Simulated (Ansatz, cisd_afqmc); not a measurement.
System: SiH, charge 0, doublet. SiH (SMILES [SiH], doublet).
B3LYP-D3(BJ)/def2-TZVP minimum from Ansatz (an electronic-structure program):
```
Si
H 1 1.5295
```
Charge 0, spin multiplicity 2.

Total energies in cc-pV(D+d)Z, 5 correlated electrons, 5 frozen orbitals. Open shells are spin-unrestricted; no spin-orbit coupling. Correlated methods leave the cores frozen. No relativity. The Monte Carlo rows (phaseless AFQMC, CISD trial, step 0.005/hartree) carry one-sigma bars that omit the constraint's bias. Outlying blocks are dropped, and bars are widened where a walk drifts. Over all cases where full CI ran beside it in this data, AFQMC minus full CI had a median of +0.1 mEh and passed +0.4 mEh in a tenth of the cases. Full CI freezes restricted core orbitals and the other rows unrestricted ones, which leaves a small offset even where coupled cluster is exact. The determinant of HSi ([SiH], doublet) is a saddle point of the SCF energy; a lower one exists, which strains HF and MP2.

```tsv
method	program	energy (Eh)	error against FCI (mEh)
HF	Ansatz	-289.43107	92.45
MP2	Ansatz	-289.49625	27.28
CCSD	Ansatz	-289.52115	2.37
CCSD(T)	Ansatz	-289.52289	0.63
CCSDT(Q)	Ansatz	-289.52352	0.01
CCSDTQ	Ansatz	-289.52353	0.00
AFQMC/CISD	cisd_afqmc	-289.5231 ± 0.0001	0.4 ± 0.1
FCI	Ansatz	-289.52352	0.00
```
